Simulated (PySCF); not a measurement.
IrO(OH)2, sextet: molecular constants

All numbers come from PySCF, UPBE, basis Ir def2-SVP with ECP60, O def2-SVP, H def2-SVP (scalar-relativistic core potentials, no spin–orbit coupling, density fitting).

The structure is a minimum.

```xyz
6
charge 0 multiplicity 6, angstrom
Ir    0.0064   -0.0643   -0.1247
O     1.7389    0.3155   -0.4829
O     0.2803    0.0145    1.9223
O    -1.9144    0.3863   -0.0198
H    -0.6079   -0.0557    2.3460
H    -2.3233    0.7866   -0.8122
```

```
Point group                                                                   : C1
Bond lengths                                                                  : Ir–O 1.809 Å, Ir–O 1.976 Å, Ir–O 2.067 Å, O–H 0.978 Å, O–H 0.987 Å
Bond angles                                                                   : H–O–Ir 107.7°, H–O–Ir 117.2°, O–Ir–O 93.5°, O–Ir–O 93.9°, O–Ir–O 153.3°
Principal polarisabilities                                                    : 32.4, 59.9, 65.1 bohr³
Rotational constants                                                          : 0.2192, 0.1407, 0.09045 cm⁻¹
Atomisation energy without zero-point energy                                  : 1929 kJ/mol
Dipole moment                                                                 : 3.24 D
Rotational symmetry number                                                    : 1
Enthalpy at 298.15 K above 0 K                                                : 18.54 kJ/mol
Lowest empty level (β)                                                        : -5.97 eV
Highest occupied level (α)                                                    : -5.03 eV
Zero-point energy                                                             : 70.5 kJ/mol
Entropy at 298.15 K and 1 bar (electronic part: spin only)                    : 351.1 J/(mol K)
Principal quadrupole moments (Buckingham, traceless) about the centre of mass : -6.08, 0.74, 5.34 D Å
Heat capacity Cp at 298.15 K                                                  : 89.1 J/(mol K)
Spin squared ⟨S²⟩                                                             : 8.758
```

Harmonic modes (masses in u: Ir 192.963, O 15.995, H 1.008):
```
symmetry  ω (cm⁻¹)  IR (km/mol)  μ (u)
       a       118          2.0   5.73
       a       152          1.6   8.57
       a       201          1.3  10.95
       a       291          103   1.16
       a       465         23.0  12.27
       a       500         96.2   1.11
       a       574         51.1  13.77
       a       671          113   1.09
       a       750         56.3   1.21
       a       779         25.0   6.28
       a      3585         72.0   1.07
       a      3704          139   1.07
```

Charges (e):
| atom | Mulliken | Löwdin | polar tensor | spin (Mulliken) | Mayer order to Ir1 |
| --- | --- | --- | --- | --- | --- |
| Ir1 | 0.57 | 0.16 | 0.62 | 2.90 | – |
| O2 | -0.29 | -0.10 | -0.24 | 1.07 | 1.79 |
| O3 | -0.30 | -0.09 | -0.40 | 0.67 | 1.07 |
| O4 | -0.39 | -0.16 | -0.54 | 0.35 | 1.07 |
| H5 | 0.20 | 0.10 | 0.25 | 0.00 | 0.03 |
| H6 | 0.21 | 0.10 | 0.32 | 0.00 | 0.02 |
Other Mayer orders above 0.3: O–H 0.94 (×2).

Mulliken populations on Ir1 (electrons outside its core potential): s 2.81, p 6.42, d 7.14, f 0.05.

Outer orbital energies (eV). α occupied: -9.37, -9.00, -8.22, -7.85, -7.33, -6.12, -5.57, -5.03; empty: -1.16, -0.21, 0.35, 1.48. β occupied: -11.70, -9.68, -9.23, -8.79, -8.22, -8.06, -7.64, -7.25; empty: -5.97, -5.52, -4.30, -3.75.

Only a few start shapes were tried, so a lower isomer may exist. Open d and f shells are described by one determinant, and the ground state may have another occupation or spin. At this level a doublet minimum of Cs symmetry lies 336 kJ/mol below this structure. No spin–orbit coupling is included, which matters more the heavier the element.

The final relaxation and frequency run took about 7 core-minutes on a shared host.
